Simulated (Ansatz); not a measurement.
Born–Oppenheimer molecular dynamics of ClH₃Sn (5 atoms, charge 0, multiplicity 1). It starts at the highest image of a converged band, a first-order saddle point between two minima.

Level of theory: RKS revPBE-D4/def2-mTZVP (Ansatz).

```
ensemble                      : NVE (velocity Verlet)
time step                     : 0.5 fs
steps asked                   : 200
starting velocities drawn for : 300 K
seed                          : 11770
```

First frame:

```xyz
5
Properties=species:S:1:pos:R:3
Sn -0.374 0.000 0.395
H 1.010 0.000 1.613
Cl 2.386 0.000 0.579
H -0.615 1.378 -0.659
H -0.615 -1.378 -0.659
```

(1) What does the run give?

(2) What happens to the structure?

(3) How do temperature and energy run in time?

Results:

(1) All steps were run.

| Quantity | Value |
| --- | --- |
| steps done | 200 |
| time covered | 100 fs |
| mean temperature over the second half | 782 K |
| spread of the potential energy over the second half | 12.7 meV per atom |
| mean potential energy of the second half above the start | -37.4 meV per atom |

The conserved energy stayed within 0.13 meV per atom of its start (net change -0.077 meV per atom), so the integration is sound. The kinetic energy rose, since the run started high on the potential surface and went downhill. It ends in pieces (ClH + H2Sn), so much of that is their flight and rotation, not heat. A run of 0.1 ps of so small a system gives no equilibrium averages. The orbitals stay closed-shell, which can raise the energy where a bond breaks towards radicals; this wasn't checked here.

(2) Between its relaxed ends the band would form H2–Cl3 and break Sn1–H2, Sn1–Cl3. These pairs go: H2–Cl3 1.72 → 1.29 Å, Sn1–H2 1.84 → 4.58 Å, Sn1–Cl3 2.77 → 3.54 Å. In the last frame they stand as after the step (other bonds may differ from the relaxed reactants and products). It ends as ClH + H2Sn. Pairs count as bonded within 1.25 times the sum of covalent radii (0.12 Å more for H–H). This is one draw of velocities; another would differ in detail.

(3) 
```tsv
time (fs)	T (K)	potential energy less start (eV)	conserved less start (meV/atom)
0	300	0.000	0.00
8	249	0.020	0.02
16	375	-0.029	0.06
24	717	-0.161	0.05
32	819	-0.202	-0.08
40	1262	-0.374	-0.09
48	1121	-0.318	0.07
56	924	-0.242	-0.05
64	984	-0.266	-0.10
72	575	-0.106	0.07
80	650	-0.136	-0.06
88	881	-0.226	-0.09
96	573	-0.105	0.10
```

Run time: 3.8 min on 1 thread of Arm Neoverse V2 (shared host), peak memory 0.11 GiB.
